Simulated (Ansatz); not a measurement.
Start from `C[NH][Ga]([F])[F]` and change one atom or group to get `[F][Ga]([F])[I]`.

Ansatz, PBE0-D4/def2-TZVP geometries, multiplicity 1. Each molecule was computed in one conformer, which needn't be the lowest.

Elements past krypton have def2 core potentials. Scalar relativity is left out up to krypton.

```
                                        property  `C[NH][Ga]([F])[F]`
size of the dipole moment (B3LYP/def2-TZVPP) / D                 3.42
             HOMO energy (B3LYP/def2-TZVPP) / eV                -7.26
  zero-point energy (PBE0-D4/def2-TZVP) / kJ/mol                153.3
               HOMO energy (PBE/def2-TZVPP) / eV                -6.09
  size of the dipole moment (PBE/def2-TZVPP) / D                 3.35
             HOMO–LUMO gap (PBE/def2-TZVPP) / eV                 4.06
```

**Question.** What does the change do to each property? (Best estimate.)

**Answer.** The calculation gave: 
| property | `[F][Ga]([F])[I]` | shift |
| --- | --- | --- |
| size of the dipole moment (B3LYP/def2-TZVPP) / D | 2.16 | -1.26 |
| HOMO energy (B3LYP/def2-TZVPP) / eV | -8.34 | -1.08 |
| zero-point energy (PBE0-D4/def2-TZVP) / kJ/mol | 12.8 | -140.5 |
| HOMO energy (PBE/def2-TZVPP) / eV | -7.40 | -1.31 |
| size of the dipole moment (PBE/def2-TZVPP) / D | 2.03 | -1.32 |
| HOMO–LUMO gap (PBE/def2-TZVPP) / eV | 4.20 | 0.14 |

With PBE0 the HOMO falls by 1.13 eV and the LUMO falls by 1.24 eV, so the gap narrows by about 0.11 eV. PBE moves the HOMO by -1.31 eV and ωB97M-V by -0.93 eV. The zero-point energy changes by -140.5 kJ/mol with -15 modes. Dipoles are sizes alone; their direction can turn.

B3LYP here is the variant with VWN-RPA as its local correlation; programs differ in this.

Spin–orbit coupling is left out; it splits and shifts lone-pair levels of the heavy atoms by tenths of an eV.
